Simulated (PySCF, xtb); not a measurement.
Se(F)(Et) (C2H5FSe), SMILES F[Se]CC.

GFN2-xTB (xtb) at its own geometry gives an orbital gap of 2.74 eV and a dipole moment of 3.45 D.

Geometry: PBE0-D3(BJ)/def2-SVP. This is a generated structure with no PubChem entry under its InChIKey; it may be hypothetical. One conformer was computed; it need not be the lowest.

Question: What does ωB97X/def2-TZVP in PySCF give? (The exact figures need the calculation; the answer reports its results.)

Answer: gap 9.52 eV (levels -8.89 and 0.63 eV), dipole 2.59 D.
